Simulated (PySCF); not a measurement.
Computed with PySCF 2.14.0 with PBE-D3(BJ)/def2-TZVP // B3LYP-D3(BJ)/def2-TZVP. Isolated molecules, 0 K electronic values unless said otherwise. One relaxed conformer stands for a flexible species; it need not be the lowest. 

Reference species (SMILES): `C/C=[SiH]/O` (C–Si–O–H torsion 0°) (neutral, multiplicity 1).

The HOMO is -4.75 eV and the LUMO comes out as -1.02 eV.

Changed species: `O[C@@H]1C[SiH2]1` (H–O–C–Si torsion 142°).

Task: What does the change do to the HOMO and LUMO?

Result: the HOMO falls by 0.93 eV, to -5.68 eV; the LUMO goes up by 0.39 eV, to -0.63 eV.
